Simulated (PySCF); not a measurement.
# K: excitation energy

K [Ar] 4s1 (2S) → K [Ar] 4p1 (2P), as a difference of total energies. Calculation: PySCF 2.14, in def2-TZVPPD (6s5p3d, 36 functions); the non-relativistic Hamiltonian (point nucleus). Correlated levels: valence and next inner shell: [Ne] frozen. The calculations carry no spin-orbit coupling.

```json
{"method": "UHF", "excitation energy (eV)": "1.409"}
{"method": "LDA", "excitation energy (eV)": "1.508"}
{"method": "PBE", "excitation energy (eV)": "1.371"}
{"method": "PBE0", "excitation energy (eV)": "1.387"}
{"method": "r2SCAN", "excitation energy (eV)": "1.348"}
{"method": "BLYP", "excitation energy (eV)": "1.430"}
{"method": "r2SCANh", "excitation energy (eV)": "1.373"}
{"method": "revPBE", "excitation energy (eV)": "1.301"}
{"method": "PBEsol", "excitation energy (eV)": "1.371"}
{"method": "MP2 (valence and next inner shell)", "excitation energy (eV)": "1.556"}
{"method": "SCS-MP2 (valence and next inner shell)", "excitation energy (eV)": "1.524"}
```

How much does correlation contribute at MP2 (valence and next inner shell)?

1.556 − (1.409) = 0.147 eV, measured against UHF.

These non-relativistic numbers lack the scalar-relativistic shift.

Errors of the correlated levels include the incompleteness of this basis and the frozen core.

For comparison: 1.615 eV (measured; NIST levels, between the centres of gravity of the two terms).
